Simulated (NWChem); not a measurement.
# CH₄F₂Ge; SMILES [CH3][GeH]([F])[F]

```xyz
8

Ge     0.0001    -0.0516     0.2416
C     -0.0016     1.7588    -0.4048
F     -1.3680    -0.8815    -0.4265
F      1.3690    -0.8792    -0.4278
H      0.0010    -0.3220     1.7487
H     -0.8794     2.2979    -0.0213
H      0.9110     2.2777    -0.0791
H     -0.0373     1.7488    -1.5031
```
Atoms are numbered in this order, from 1.

Level: PBE0/def2-SVP (NWChem), optimised geometry, unscaled harmonic frequencies. 

Q: List the harmonic frequencies with IR intensities, and the thermochemistry.

A: 
| frequency (cm⁻¹) | IR intensity (km/mol) |
|---|---|
| 78 | 0.1 |
| 180 | 0.7 |
| 213 | 18.3 |
| 246 | 19.2 |
| 628 | 3.5 |
| 682 | 111.4 |
| 717 | 42.1 |
| 726 | 52.8 |
| 738 | 40.7 |
| 825 | 73.9 |
| 844 | 50.3 |
| 1262 | 18.1 |
| 1425 | 6.0 |
| 1425 | 6.2 |
| 2209 | 108.0 |
| 3077 | 0.1 |
| 3193 | 0.0 |
| 3197 | 0.2 |

```yaml
zero_point_energy: 31.0 kcal/mol
thermal correction to the enthalpy at 298.15 K (with zero-point energy): 35.3 kcal/mol
heat capacity Cv: 19.1 cal/(mol K)
entropy at 298.15 K and 1 atm (symmetry number 1): 78.1 cal/(mol K)
dipole_moment: 3.18 D
```

Rigid rotor and harmonic oscillator; modes under 100 cm⁻¹ make the entropy uncertain.
